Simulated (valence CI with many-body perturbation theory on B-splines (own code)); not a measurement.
Results of a calculation; reference values are marked as such.
**Kr²²⁺: configurations and terms from energies and g**

Level of theory: configuration interaction combined with many-body perturbation theory (CI+MBPT): four valence electrons over a frozen Dirac-Fock core [Ne], radial functions for each j: 11 s, 11 p, 9 d, 7 f, 5 g, 2 h, 1 i, with the one-electron correlation potential Σ1, the two-electron term Σ2, the three-electron term Σ3, Breit, model QED; selected CI, second order for the rest (own B-spline code, finite nucleus).

No measured levels were compared; by estimate levels of excited configurations hold to 0.05 to 0.15 % of their energy, terms of the ground configuration to about 0.5 %.

| No. | J | Parity | E (eV) | g |
| --- | --- | --- | --- | --- |
| 2 | 1 | even | 8.475 | 1.499 |
| 6 | 2 | odd | 58.025 | 1.930 |
| 9 | 3 | odd | 75.643 | 1.331 |
| 12 | 1 | odd | 84.446 | 1.349 |
| 14 | 2 | odd | 97.445 | 0.756 |
| 16 | 3 | odd | 100.826 | 1.090 |
| 18 | 4 | odd | 108.487 | 1.248 |

Energies count from the lowest level. Strongly mixed levels and levels close to another of their J and parity, and those with J = 0 are left out, so the numbers can have gaps.

Give configuration and LS term of each level.

2: 3s²3p² ³P; 6: 3s3p³ ⁵S°; 9: 3s3p³ ³D°; 12: 3s3p³ ³P°; 14: 3s²3p3d ³F°; 16: 3s²3p3d ³F°; 18: 3s²3p3d ³F°.
